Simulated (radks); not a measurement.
Species: Cu I. Configuration: [Ar] 3d10 4s(up 1, down 0) (the NIST ground configuration).

All-electron calculation, scalar-relativistic Kohn-Sham, SCAN, spin-polarised, spherical densities, finite nucleus; meta-GGA in the generalised Kohn-Sham scheme; Fermi nuclear charge, rms radius 3.8823 fm. Program: a radial shooting solver on a logarithmic mesh with Libxc functionals.

Energy parts (eV):
part                       energy
total                  -45042.227
kinetic                 45713.192
electron-nucleus      -108462.094
Hartree                 19556.342
exchange-correlation    -1849.667

Orbitals (lengths in bohr, moments of r in powers of bohr):
| orbital | occ. | eigenvalue (eV) | <1/r> |
|---|---|---|---|
| 1s up | 1 | -8878.736 | 29.15 |
| 1s down | 1 | -8878.698 | 29.15 |
| 2s up | 1 | -1073.356 | 6.346 |
| 2s down | 1 | -1073.469 | 6.345 |
| 2p up | 3 | -924.4445 | 6.212 |
| 2p down | 3 | -924.5139 | 6.211 |
| 3s up | 1 | -118.6507 | 1.996 |
| 3s down | 1 | -118.8107 | 1.996 |
| 3p up | 3 | -74.4025 | 1.839 |
| 3p down | 3 | -74.5402 | 1.841 |
| 3d up | 5 | -5.1158 | 1.354 |
| 3d down | 5 | -4.9439 | 1.385 |
| 4s up | 1 | -5.2811 | 0.4555 |

The highest occupied level is 3d down at -4.944 eV. The density falls to 0.001 e/bohr^3 at r = 4.07 bohr.

Empty levels of this run are not shown, since the potential may be unsettled where no density lies.
